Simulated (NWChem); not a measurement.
Species: BICl2; SMILES ClB(Cl)I

```xyz
4

B      0.0000     0.0000    -0.8976
Cl     0.0000     1.5054    -1.7706
Cl     0.0000    -1.5054    -1.7706
I      0.0000     0.0000     1.2290
```
Atoms are numbered in this order, from 1.

Level: PBE0/def2-SVP with def2 effective core potentials on I (NWChem), optimised geometry, unscaled harmonic frequencies. def2 effective core potentials on I; no spin-orbit coupling.

Q: List the harmonic frequencies with IR intensities, and the thermochemistry.

A: 
```
frequency (cm⁻¹)  IR intensity (km/mol)
----------------  ---------------------
185                                 0.0
204                                 0.4
385                                 3.1
402                                 2.0
855                               376.3
983                               300.3
```

```
Quantity                                                                            Value
-----------------------------------------------------------------------  ----------------
zero-point energy                                                            4.3 kcal/mol
thermal correction to the enthalpy at 298.15 K (with zero-point energy)      7.9 kcal/mol
heat capacity Cv                                                         13.6 cal/(mol K)
entropy at 298.15 K and 1 atm (symmetry number 2)                        76.0 cal/(mol K)
```

Rigid rotor and harmonic oscillator.
